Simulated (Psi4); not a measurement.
Conformational energy of SMILES Cl[Si](Cl)([SiH2][Si](Cl)(Cl)Cl)Cl (H2Cl6Si3). Scanned: dihedral Cl1–Si2–Si5–Si6; all other coordinates were relaxed at B3LYP-D3(BJ)/def2-SVP. Heavy atoms are numbered in the order of the SMILES Cl[Si](Cl)(Cl)[SiH2][Si](Cl)(Cl)Cl, hydrogens after them in the order of the atoms that carry them; the mirror image has the same energies with the sign of each dihedral reversed.

Levels: PBE/def2-SVP // B3LYP-D3(BJ)/def2-SVP (Psi4); PBE-D3(BJ)/def2-SVP // B3LYP-D3(BJ)/def2-SVP (Psi4); MP2/cc-pVTZ = Psi4 with DF-MP2 (frozen core)/cc-pVTZ // B3LYP-D3(BJ)/def2-SVP.

Energies relative to the lowest point of each profile, in kcal/mol; the last columns give the difference from MP2:

| φ / ° | PBE/def2-SVP | PBE-D3(BJ)/def2-SVP | MP2/cc-pVTZ | PBE/def2-SVP − MP2/cc-pVTZ | PBE-D3(BJ)/def2-SVP − MP2/cc-pVTZ |
|---|---|---|---|---|---|
| 0 | 1.11 | 1.19 | 0.99 | 0.12 | 0.19 |
| 10 | 1.04 | 1.08 | 0.91 | 0.12 | 0.17 |
| 20 | 0.81 | 0.79 | 0.61 | 0.20 | 0.18 |
| 30 | 0.50 | 0.41 | 0.22 | 0.28 | 0.19 |
| 40 | 0.21 | 0.09 | 0.04 | 0.16 | 0.04 |
| 50 | 0.04 | 0.00 | 0.02 | 0.02 | -0.02 |
| 60 | 0.00 | 0.05 | 0.12 | -0.12 | -0.07 |
| 70 | 0.06 | 0.00 | 0.02 | 0.04 | -0.02 |
| 80 | 0.23 | 0.11 | 0.00 | 0.23 | 0.11 |
| 90 | 0.47 | 0.41 | 0.23 | 0.24 | 0.18 |
| 100 | 0.72 | 0.76 | 0.60 | 0.12 | 0.15 |
| 110 | 1.00 | 1.07 | 0.91 | 0.09 | 0.16 |

PBE/def2-SVP is furthest from MP2/cc-pVTZ at 30 (0.28 kcal/mol, above); its mean absolute difference over the points is 0.15 kcal/mol.

PBE-D3(BJ)/def2-SVP is furthest from MP2/cc-pVTZ at 0 (0.19 kcal/mol, above); its mean absolute difference over the points is 0.12 kcal/mol.
